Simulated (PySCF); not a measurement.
# A ladder of Hamiltonians for Bi(69+) (bismuth, charge +69)

Occupied: 1s1/2, 2s1/2, 2p1/2, 2p3/2, 3s1/2, 3p1/2. Hartree-Fock calculated with PySCF 2.14 in an even-tempered Gaussian basis (16 s from 11 bohr⁻², ratio 2.7; 14 p from 13 bohr⁻², ratio 2.7), Gaussian nucleus throughout. NR is non-relativistic, sf-X2C the spin-free one-electron X2C Hamiltonian, X2C adds the bare one-electron spin-orbit term, X2C-SNSO screens it by Boettger's factors, DC is four-component Dirac-Coulomb, and the Gaunt term is added at first order (total energies over the DC spinors, levels after relaxing the spinors in that mean field). QED terms are absent. Levels marked empty are virtual spinors of this ion; the basis has s and p functions only, so 3d, which can lie below the n = 4 levels, is absent.

| Hamiltonian | E (hartree) | E − E(DC) (hartree) | CPU seconds |
| --- | --- | --- | --- |
| X2C | -15661.7613 | 6.2002 | 0.27 |
| X2C-SNSO | -15658.9450 | 9.0165 | 0.28 |
| DC | -15667.9615 | 0.0000 | 23 |
| DC+Gaunt | -15644.9950 | 22.9665 | 31 |

```tsv
level (eV)	X2C	X2C-SNSO	DC	DC+Gaunt
1s1/2	-97127.4	-97130.1	-97256.0	-96894.4
2s1/2	-22334.5	-22335.5	-22354.9	-22313.3
2p1/2	-21792.6	-21739.7	-21754.5	-21684.4
2p3/2	-19324.2	-19339.8	-19352.8	-19309.0
3s1/2	-8989.1	-8989.4	-8994.2	-8983.6
3p1/2	-8803.5	-8789.7	-8793.8	-8775.6
3p3/2 (empty)	-8009.4	-8013.7	-8016.5	-8005.5
4s1/2 (empty)	-4689.1	-4689.2	-4690.9	-4687.0
```

```csv
interval (eV),X2C,X2C-SNSO,DC,DC+Gaunt
2p3/2 − 2p1/2,2468,2400,2402,2375
```

Weight of the small component: 1s1/2 0.101, 2s1/2 0.0238, 2p1/2 0.0238, 2p3/2 0.0209, 3s1/2 0.00924, 3p1/2 0.00918, 3p3/2 0.00836, 4s1/2 0.00439.

Koopmans' value for the highest occupied level at DC+Gaunt: 8775.6 eV, against an ionisation energy of 8780 ± 50 eV (theoretical estimate listed by NIST; NIST Atomic Spectra Database, ionization energies); the former lacks relaxation, correlation, QED and recoil.

The whole ladder took 59 s of wall time on 1 thread of Intel(R) Xeon(R) Platinum 8259CL CPU @ 2.50GHz (shared host), launched as `OMP_NUM_THREADS=1 python relrun2.py TASK.json OUT` (a driver that calls PySCF for each Hamiltonian).
